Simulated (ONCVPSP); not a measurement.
**What the settings do to the ONCV potential of nickel (Ni)**

Base potential:

Ni, optimised norm-conserving Vanderbilt (ONCV), made with ONCVPSP 4.0.1 (PBE, non-relativistic). Core [Ne], reference 3s2 3p6 3d8 4s1 4p1. Waves: 3s+4s: rc 1.50 bohr, ncon 4, nbas 9, qcut 9.1 1/bohr, 2 projectors; 3p+4p: rc 1.55 bohr, ncon 4, nbas 8, qcut 8.6 1/bohr, 2 projectors; 3d: rc 1.50 bohr, ncon 4, nbas 9, qcut 9.3 1/bohr, 1 projector. Local part: polynomial inside 1.35 bohr (lpopt 5, dvloc0 0 Ha). Core correction: Teter function, fcfact 1.75, rcfact 1.35.

All-electron outer shells of the reference configuration (PBE, non-relativistic, ld1.x):

| shell | level (eV) | outermost node (bohr) | outermost maximum (bohr) |
| --- | --- | --- | --- |
| 2s | -964.63 | 0.07 | 0.21 |
| 2p | -842.32 | – | 0.17 |
| 3s | -109.98 | 0.30 | 0.65 |
| 3p | -72.64 | 0.27 | 0.65 |
| 3d | -11.10 | – | 0.63 |
| 4s | -6.71 | 0.93 | 2.24 |
| 4p | -2.12 | 1.01 | 3.02 |

Cutoffs, loose and tight: the cutoffs (Ha) at which the residual kinetic energy of the hardest occupied pseudo-wave falls to 1 and 0.1 mHa per electron. They do not see the model core or the augmentation charge, which bear on the density cutoff. Test errors are all-electron minus pseudo excitation energies from the reference, over the configurations 3s2 3p6 3d8 4s2 4p0; 3s2 3p6 3d8 4s1 4p0; 3s2 3p6 3d8 4s0 4p0; 3s2 3p6 3d8 4s0 4p1. A dash means not determined; rows that change the core or the reference have their own tests.

```
      change    outcome  cutoff, loose  cutoff, tight  bound ghosts  GHOST(+) flags above zero  largest test error (meV)
        base  generated          39 Ha          45 Ha          none                       none                      +3.9
 p: qcut 8.1  generated          39 Ha          45 Ha          none                       none                      +3.8
 p: qcut 8.8  generated          39 Ha          45 Ha          none                       none                      +4.0
 p: qcut 9.9  generated          39 Ha          45 Ha          none                       none                      +4.0
p: qcut 11.8  generated          39 Ha          45 Ha          none                       none                      +4.1
p: qcut 13.1  generated          39 Ha          45 Ha          none                       none                      +4.1
```

What comes out with this change to the base: p: qcut 5.2?

outcome: generated; cutoff, loose: 86 Ha; cutoff, tight: 111 Ha; bound ghosts: none; GHOST(+) flags above zero: none; largest test error (meV): +2.5.

What comes out with this change to the base: p: qcut 6.4?

outcome: generated; cutoff, loose: 54 Ha; cutoff, tight: 87 Ha; bound ghosts: none; GHOST(+) flags above zero: none; largest test error (meV): +3.3.

Reading the sweep of the qcut of the p channel (base included, trends over the rows without a ghost): The loose cutoff falls from 86 Ha at 5.2 to 39 Ha at 13.1 1/bohr. The median size of the test errors (rows with all tests solved) stays near 0.6 meV.
